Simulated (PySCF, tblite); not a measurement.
C5H7O2P.
Cartesian coordinates in Å at the GFN2-xTB level; atoms count from 1:
```
atom  x, y, z in Å
C1     2.4907   -1.3043   -0.0444
C2     1.5956   -0.5054   -0.1061
P3     0.2403    0.6302   -0.2822
C4     0.5738    1.9390    0.9435
O5     0.0062    1.0891   -1.6572
C6    -1.2022   -0.3548    0.4135
C7    -1.7357   -1.3229   -0.5835
O8    -1.6229   -0.1555    1.5185
H9     3.2864   -1.9890    0.0245
H10    1.4770    2.4680    0.6423
H11   -0.2674    2.6308    0.9285
H12    0.6925    1.5200    1.9381
H13   -2.5679   -1.9005   -0.1878
H14   -0.9236   -1.9798   -0.8987
H15   -2.0472   -0.7567   -1.4623
```

Computed with PBE0/def2-SVPD in PySCF (dipole) on a GFN2-xTB geometry, gas phase.

Take the most abundant isotopes and a rigid rotor. The values belong to one conformer with, in the numbering `[CH:1]#[C:2][P@@:3]([CH3:4])(=[O:5])[C:6]([CH3:7])=[O:8]`, C2–P3–C6–C7 -80°.

Q: Give the principal moments of inertia and the rotational constants in GHz.

A: Ia = 250.20, Ib = 340.65, Ic = 385.97 u·Å²; 505379 MHz·u·Å²/I gives 2020, 1484 and 1309 MHz, that is A = 2.0199, B = 1.4836, C = 1.3094 GHz.

Q: Classify the top.

A: An asymmetric top; Ray's κ = -0.510.

Q: What does the inertial defect say?

A: Not planar: Δ = Ic − Ia − Ib = -204.87 u·Å². For a rigid frame Δ = −2 Σ m c², so Σ m c² = 102.44 u·Å² lies off the ab plane: 9.06 from hydrogen and 93.38 from heavier atoms. The atom farthest from that plane is 1.87 Å away.

Q: Give the other two planar moments, Paa and Pbb, and the rms extents of the mass along the axes.

A: Paa = Σ m a² = (Ib + Ic − Ia)/2 = 238.21 and Pbb = Σ m b² = (Ia + Ic − Ib)/2 = 147.77 u·Å². With the mass M = 130.02 u, the rms extents √(P/M) along a, b and c are 1.35, 1.07, 0.89 Å.

Q: Predict some low-J microwave lines.

A: The dipole components are |μa| = 1.07 D, |μb| = 1.77 D, |μc| = 1.94 D. The squared components, which scale the intensities, stand as 0.31 : 0.84 : 1.00 (a : b : c). Some lines, for components of 0.1 D or more:

```csv
type,branch,"J(Ka,Kc)",MHz,lower level (cm⁻¹)
c,Q,"2(1,2) ← 2(0,2)",398,0.278
a,Q,"2(1,1) ← 2(1,2)",523,0.292
b,Q,"1(1,0) ← 1(0,1)",711,0.093
b,Q,"2(1,1) ← 2(0,2)",921,0.278
c,Q,"3(2,2) ← 3(1,2)",1373,0.596
b,Q,"5(1,4) ← 5(0,5)",2557,1.366
c,Q,"3(3,1) ← 3(2,1)",2967,0.648
b,Q,"3(3,1) ← 3(2,2)",3138,0.642
b,Q,"5(2,4) ← 5(1,5)",3266,1.368
c,Q,"5(4,2) ← 5(3,2)",4186,1.594
c,Q,"4(4,1) ← 4(3,1)",4279,1.123
b,R,"3(1,2) ← 2(2,1)",7006,0.363
b,R,"2(2,1) ← 1(1,0)",7369,0.117
b,R,"3(0,3) ← 2(1,2)",7846,0.292
a,R,"3(2,1) ← 2(2,0)",8514,0.364
b,R,"5(3,2) ← 4(4,1)",9859,1.265
c,R,"3(2,1) ← 2(1,1)",10159,0.309
a,R,"5(2,4) ← 4(2,3)",13885,1.014
a,R,"5(4,2) ← 4(4,1)",14044,1.265
a,R,"5(3,3) ← 4(3,2)",14047,1.121
a,R,"5(4,1) ← 4(4,0)",14049,1.265
b,R,"4(4,0) ← 3(3,1)",15544,0.747
c,R,"5(4,2) ← 4(3,2)",18356,1.121
```

Q: Estimate the classical rotational partition function at 10 K, 100 K and 200 K.

A: Point group C1, symmetry number σ = 1; q = (√π/σ)·√((kT/h)³/(ABC)), k/h = 20836.6 MHz/K: 2690 at 10 K, 85100 at 100 K, 241000 at 200 K.

Its GFN2-xTB frequencies are all real (lowest 25 cm⁻¹). Zero-point vibration and centrifugal distortion are left out. A rigid rotor knows nothing of internal rotation, which can split or shift real lines.
